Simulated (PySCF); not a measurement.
C5H6F3S (doublet state).
Structure used (GFN2-xTB), in Å, numbered top down from 1:
```xyz
15
C5H6F3S angstrom
C      0.0193   -1.1725   -0.4724
C     -0.0685   -0.0786    0.1325
C     -1.1504    0.8819    0.4676
C     -2.5222    0.3420    0.0842
S      1.5805    0.7118    0.9217
C      2.8111   -0.3339    0.1119
F      2.7319   -1.6153    0.4909
F      2.6978   -0.3282   -1.2208
F      4.0366    0.0891    0.4074
H      0.5031   -2.0258   -0.8626
H     -1.1079    1.0890    1.5394
H     -0.9490    1.8190   -0.0571
H     -2.7280   -0.5849    0.6129
H     -2.5698    0.1462   -0.9838
H     -3.2889    1.0681    0.3423
```

The hyperfine couplings belong to this conformer and change with its torsions.

As a line formula: `[H]/[C]=C(/CC)SC(F)(F)F` [radical].

Level of theory: UKS B3LYP, pcH-1 on C F H S, non-relativistic, mean-field spin-orbit, GIAO (PySCF 2.14.0). Geometry: GFN2-xTB, one conformer, isolated molecule. The geometry wasn't refined by DFT: couplings that depend on bond lengths, twists or pyramidal angles can differ widely from those at the functional's own minimum. The SCF solution wasn't tested for stability.

Task: Break the g tensor into its mass correction, gauge correction and orbital-Zeeman/spin–orbit terms.

Result: 
| Δg (ppm) | 1 | 2 | 3 |
| --- | --- | --- | --- |
| relativistic mass correction | -183 | -183 | -183 |
| gauge correction | 15 | 17 | 19 |
| orbital Zeeman/spin–orbit | -274 | 538 | 3289 |
| total | -442 | 372 | 3126 |

So g = 2.00188, 2.00269, 2.00545 and g_iso = 2.00334; the tensor is rhombic: the two nearest values differ by 23 % of g3 − g1. Axes: g3 points within 8° of the S5–C6 bond.

Task: Average each term over the three axes. Which is largest in size?

Result: The orbital-Zeeman/spin–orbit term 1184, the mass correction -183 and the gauge correction 17 ppm, for a total of 1019 ppm. The orbital-Zeeman/spin–orbit term is the largest in size. The mass correction is the same along every axis, so the anisotropy comes from the other two: their spans along these axes are 5 (gauge) and 3564 ppm (orbital Zeeman/spin–orbit).

Task: What are the electron Larmor frequencies g μB B/h along the three axes at 1200 mT?

Result: 33.6225, 33.6362, 33.6825 GHz for g1, g2 and g3, a range of 59.9 MHz.

Task: What effective moment and Curie constant follow for a powder?

Result: With the mean of g² = 4.0134 and S(S+1) = 0.75: μ_eff = √(⟨g²⟩S(S+1)) = 1.735 μB and χT = 0.12505·⟨g²⟩·S(S+1) = 0.376 cm³ K/mol (cgs; spin-Hamiltonian part alone).

Task: In a frozen sample, at which fields do the three g values resonate at 9.5, 34, 94 and 263 GHz (hyperfine left aside), and which band first spreads them over more than twice a line width of 0.3 mT?

Result: 
```tsv
band	GHz	B(g3) mT	B(g2) mT	B(g1) mT	spread mT
X	9.5	338.46	338.92	339.06	0.60
Q	34.0	1211.31	1212.98	1213.47	2.16
W	94.0	3348.92	3353.53	3354.89	5.97
J	263.0	9369.86	9382.75	9386.57	16.70
```

The spread grows in proportion to the frequency. Q band is the first where it exceeds 0.6 mT.

Largest spin populations (Mulliken): C1 (+0.90), S5 (+0.29) and C2 (-0.19). The positive populations add up to 1.22 and the negative ones to -0.22, together 2S = 1.

The HOMO–LUMO gaps are 6.38 eV among the α and 3.70 eV among the β orbitals.
